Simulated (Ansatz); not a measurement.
# Molecular dynamics of N

Input:

```yaml
crystal:
  lattice:
    - [7.03385, 0.0, 0.0]
    - [0.0, 7.03385, 0.0]
    - [0.0, 0.0, 7.03385]
  atoms:
    - { symbol: "N", position: [0.92105934, 0.93734779, 0.21542979] }
    - { symbol: "N", position: [0.88994108, 0.99825107, 0.07430906] }
    - { symbol: "N", position: [0.67552466, 0.41560656, 0.53408014] }
    - { symbol: "N", position: [0.67611729, 0.31831405, 0.41089321] }
    - { symbol: "N", position: [0.01729791, 0.62499932, 0.79782564] }
    - { symbol: "N", position: [-0.0007545, 0.72472891, 0.67820154] }
    - { symbol: "N", position: [0.42239392, 0.90001035, 0.31277388] }
    - { symbol: "N", position: [0.38613263, 0.76902487, 0.39085541] }
    - { symbol: "N", position: [0.42853458, 0.93515006, 0.85522657] }
    - { symbol: "N", position: [0.43609316, 1.08208107, 0.80124195] }
    - { symbol: "N", position: [0.18192221, 0.35558653, 0.27308093] }
    - { symbol: "N", position: [0.25402704, 0.3797993, 0.13574209] }
basis:
  ecutwfc: 420.0
kpoints:
  mp_grid: { grid: [1, 1, 1] }
hamiltonian:
  xc: pbe
scf:
  occupations: { method: fermi_dirac, width: 0.05 }
  lower_state_search: "off"
md:
  timestep: 1
  n_steps: 300
  ensemble: nvt_langevin
  temperature: 350.0
  initial_velocities: maxwell_boltzmann
  seed: 744766
  friction: 0.02
```

Run as:

```bash
$ ansatz run input.yaml --threads 1 --pin off --max-ram 3072MiB --backend cpu --events-out ev --progress --plain --runs-dir out
```

It starts from a partly relaxed structure (largest force component 0.28 eV/Å).

Output, in part (step lines):

```
md step     0: t =     0.00 fs  T =   320.8 K  F+E_penalty+E_count = -4608.19001755 eV  E_kin = 0.497651 eV  (8 SCF iters)
md step     1: t =     1.00 fs  T =   282.5 K  F+E_penalty+E_count = -4608.16473520 eV  E_kin = 0.438203 eV  (8 SCF iters)
md step     2: t =     2.00 fs  T =   229.4 K  F+E_penalty+E_count = -4608.09986267 eV  E_kin = 0.355856 eV  (8 SCF iters)
md step     3: t =     3.00 fs  T =   185.6 K  F+E_penalty+E_count = -4608.03882203 eV  E_kin = 0.287834 eV  (8 SCF iters)
md step     4: t =     4.00 fs  T =   191.5 K  F+E_penalty+E_count = -4608.03224857 eV  E_kin = 0.297107 eV  (8 SCF iters)
md step     5: t =     5.00 fs  T =   229.7 K  F+E_penalty+E_count = -4608.09104285 eV  E_kin = 0.356237 eV  (7 SCF iters)
md step     6: t =     6.00 fs  T =   295.6 K  F+E_penalty+E_count = -4608.15653511 eV  E_kin = 0.458469 eV  (7 SCF iters)
md step     7: t =     7.00 fs  T =   359.9 K  F+E_penalty+E_count = -4608.18113496 eV  E_kin = 0.558250 eV  (7 SCF iters)
[... lines left out ...]
md step   299: t =   299.00 fs  T =   388.8 K  F+E_penalty+E_count = -4607.95495270 eV  E_kin = 0.603108 eV  (7 SCF iters)
md step   300: t =   300.00 fs  T =   405.7 K  F+E_penalty+E_count = -4607.94645384 eV  E_kin = 0.629215 eV  (9 SCF iters)
```

The steps, from the saved trajectory:

| time (fs) | T (K) | potential energy less start (eV) |
| --- | --- | --- |
| 0.0 | 321 | 0.000 |
| 10.0 | 214 | 0.165 |
| 20.0 | 332 | 0.078 |
| 30.0 | 326 | 0.119 |
| 40.0 | 271 | 0.159 |
| 50.0 | 290 | 0.182 |
| 60.0 | 316 | 0.195 |
| 70.0 | 393 | 0.124 |
| 80.0 | 414 | 0.130 |
| 90.0 | 383 | 0.139 |
| 100.0 | 385 | 0.110 |
| 110.0 | 306 | 0.165 |
| 120.0 | 421 | 0.163 |
| 130.0 | 375 | 0.223 |
| 140.0 | 283 | 0.220 |
| 150.0 | 231 | 0.285 |
| 160.0 | 334 | 0.245 |
| 170.0 | 385 | 0.250 |
| 180.0 | 356 | 0.274 |
| 190.0 | 429 | 0.210 |
| 200.0 | 441 | 0.255 |
| 210.0 | 511 | 0.224 |
| 220.0 | 524 | 0.183 |
| 230.0 | 384 | 0.236 |
| 240.0 | 430 | 0.206 |
| 250.0 | 300 | 0.258 |
| 260.0 | 353 | 0.225 |
| 270.0 | 314 | 0.182 |
| 280.0 | 299 | 0.246 |
| 290.0 | 389 | 0.215 |
| 300.0 | 406 | 0.244 |

All steps were run. A run of 0.3 ps of so small a system gives no equilibrium averages. Limits of this set-up: coarse k mesh.

Mean squared displacements from the first frame to the last, about the centre of mass: N 1.14 Å².

Last frame:

```xyz
12
Lattice="7.0339 0.0000 0.0000 0.0000 7.0339 0.0000 0.0000 0.0000 7.0339" Properties=species:S:1:pos:R:3
N 5.314 8.605 0.725
N 5.989 8.026 0.067
N 4.389 2.728 3.644
N 5.319 3.146 3.221
N -0.133 3.985 5.919
N -0.691 4.768 5.354
N 2.855 7.065 3.045
N 2.978 6.020 2.822
N 3.586 6.086 6.503
N 2.563 6.404 6.319
N 1.513 2.736 1.813
N 2.029 3.196 0.971
```

Time of the run: 5.3 min on 1 thread of Arm Neoverse V2, on a shared host, peak memory 0.36 GiB.
